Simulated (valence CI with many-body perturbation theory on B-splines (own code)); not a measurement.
**Hyperfine factors and g values of Ta LIX**

Computed by valence CI with perturbative core correlation (CI+MBPT): five valence electrons over a frozen Dirac-Fock core [Ne], radial functions for each j: 9 s, 9 p, 8 d, 6 f, 3 g, 1 h, with the one-electron correlation potential Σ1, the two-electron term Σ2, the three-electron term Σ3, Breit, model QED; selected CI, second order for the rest (own B-spline code, finite nucleus).

No measured spectrum was set against this ion. As an estimate, large intervals hold to a few tenths of a per cent, small ones and those within an open d or f shell to about a per cent. Among the levels kept, up to 550 cm⁻¹ of a level comes from second order outside the variational space, and about a tenth of that is noise between levels of different J, which matters for small intervals.

A/g_I is the dipole constant over the nuclear g factor μ/I (μ in nuclear magnetons, uniformly magnetised nucleus), B/Q the quadrupole constant per barn. Both hold the static response of the core; the bare values leave it out. Large factors of s and p1/2 electrons are usually good to 5 to 10 %; those of open d and f shells near neutrality can be off by tens of per cent, and small factors of p3/2, d and f electrons come from cancelling terms and can be off by a factor of two or in sign, in half-filled shells by more. B is blank for J = 1/2, where it vanishes, and for nearly pure S terms. Energies count from the lowest level.

Levels are named by their leading jj configuration (3d3/2^4 stands for four electrons in 3d with j = 3/2), which in mixed levels can hold well under half, so a name can repeat and another be missing. Letters in brackets count levels of one name in rising energy.

```csv
Level,E (eV),g,A/g_I (MHz),A/g_I bare,B/Q (MHz/b),B/Q bare
(3s^2 3p1/2^2 3p3/2) J=3/2,0.00,1.343,198000,198000,387000,382000
(3s^2 3p1/2^2 3d3/2) J=3/2,225.65,0.777,107000,109000,64100,66300
(3s^2 3p1/2^2 3d5/2) J=5/2,314.68,1.195,47500,50300,54500,57000
(3s^2 3p1/2 3p3/2^2) J=3/2,319.15,1.453,-104000,-98100,30000,29600
(3s^2 3p1/2 3p3/2^2) J=5/2,330.78,1.186,510000,503000,-987,-968
(3s^2 3p1/2 3p3/2^2) J=1/2,345.87,0.648,1740000,1710000,,
(3s 3p1/2^2 3p3/2^2) J=5/2,489.82,1.457,1140000,1120000,82400,81300
(3s 3p1/2^2 3p3/2^2) J=3/2,519.19,1.146,-605000,-587000,-40800,-40200
(3s 3p1/2^2 3p3/2^2) J=1/2,520.93,2.048,4640000,4550000,,
(3s^2 3p1/2 3p3/2 3d3/2) J=5/2 [a],542.33,0.956,382000,378000,-40400,-38500
(3s^2 3p1/2 3p3/2 3d3/2) J=1/2 [a],545.53,0.212,641000,634000,,
(3s^2 3p1/2 3p3/2 3d3/2) J=3/2 [a],545.72,0.903,381000,377000,-238000,-235000
(3s^2 3p1/2 3p3/2 3d3/2) J=7/2,554.44,1.022,378000,375000,425000,422000
(3s^2 3p1/2 3p3/2 3d3/2) J=5/2 [b],583.59,1.159,55800,59100,402000,398000
(3s^2 3p1/2 3p3/2 3d3/2) J=1/2 [b],593.47,1.663,1210000,1190000,,
(3s^2 3p1/2 3p3/2 3d3/2) J=3/2 [b],594.04,1.218,-63400,-57400,17800,16400
(3s^2 3p1/2 3p3/2 3d5/2) J=7/2 [a],618.87,1.302,-78500,-73300,432000,429000
(3s^2 3p1/2 3p3/2 3d5/2) J=3/2 [a],630.97,1.334,-263000,-254000,-147000,-144000
(3s^2 3p1/2 3p3/2 3d5/2) J=9/2,631.61,1.181,283000,281000,432000,429000
(3s^2 3p1/2 3p3/2 3d5/2) J=5/2 [a],634.48,1.118,365000,361000,-285000,-280000
(3s^2 3p1/2 3p3/2 3d5/2) J=5/2 [b],654.71,1.274,-68200,-63500,24200,25300
(3s^2 3p1/2 3p3/2 3d5/2) J=7/2 [b],655.77,1.122,324000,321000,-486,1680
(3s^2 3p1/2 3p3/2 3d5/2) J=3/2 [b],664.27,0.931,516000,509000,41600,41800
(3s^2 3p3/2^3) J=3/2,666.83,1.303,208000,207000,-415000,-409000
(3s^2 3p1/2 3p3/2 3d5/2) J=1/2,668.08,1.226,-525000,-510000,,
(3s 3p1/2^2 3p3/2 3d3/2) J=5/2 [a],711.11,1.259,898000,884000,119000,117000
(3s 3p1/2^2 3p3/2 3d3/2) J=3/2 [a],713.25,1.255,488000,483000,4670,3080
(3s 3p1/2^2 3p3/2 3d3/2) J=1/2 [a],715.38,2.378,2720000,2670000,,
(3s 3p1/2^2 3p3/2 3d3/2) J=7/2,721.47,1.247,854000,841000,409000,405000
(3s 3p1/2^2 3p3/2 3d3/2) J=3/2 [b],739.56,1.004,448000,443000,-205000,-202000
(3s 3p1/2^2 3p3/2 3d3/2) J=5/2 [b],750.76,0.873,-204000,-196000,228000,227000
(3s 3p1/2^2 3p3/2 3d3/2) J=1/2 [b],755.05,0.555,879000,864000,,
(3s^2 3p1/2 3d3/2^2) J=5/2,781.69,0.782,307000,305000,89400,88900
(3s 3p1/2^2 3p3/2 3d5/2) J=9/2,788.15,1.346,670000,661000,426000,423000
(3s 3p1/2^2 3p3/2 3d5/2) J=5/2 [a],804.58,1.375,986000,970000,-210000,-207000
(3s 3p1/2^2 3p3/2 3d5/2) J=7/2 [a],812.13,1.259,462000,457000,213000,212000
(3s 3p1/2^2 3p3/2 3d5/2) J=3/2 [a],813.82,1.117,-490000,-475000,-193000,-191000
(3s 3p1/2 3p3/2^3) J=3/2 [a],819.93,1.493,885000,871000,-346000,-342000
(3s^2 3p1/2 3d3/2^2) J=1/2,823.07,0.633,1720000,1690000,,
(3s^2 3p1/2 3d3/2^2) J=3/2,827.46,0.792,-269000,-259000,-39600,-38700
```

Task: Take the isotope of mass number 181, with I = 7/2, μ = 2.365 μN and Q = 3.17 b. What is the hyperfine structure of (3s^2 3p1/2 3p3/2^2) J=1/2?

Result: From the table A = 1180000 MHz. Shifts from the centre of gravity in MHz: F = 3: -2660000, F = 4: 2060000.
